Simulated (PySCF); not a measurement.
A structure optimised at PBE0-D3(BJ)/def2-SVP, used in a PySCF frequency run:

```
B
O 1 1.3433
H 2 0.9643 1 113.57
C 1 1.5593 2 121.95 3 180.00
H 4 1.0992 1 111.73 2 0.00
H 4 1.1018 5 109.02 1 122.28
H 4 1.1018 5 109.02 6 115.44
Br 1 1.9538 2 118.14 3 0.00
```

**Question.** Write its SMILES, formula and point group.

**Answer.** CB(O)Br, CH₄BBrO, Cs

**Question.** What are its rotational constants (standard atomic weights)?

**Answer.** 8.6172, 2.8256, 2.1563 GHz
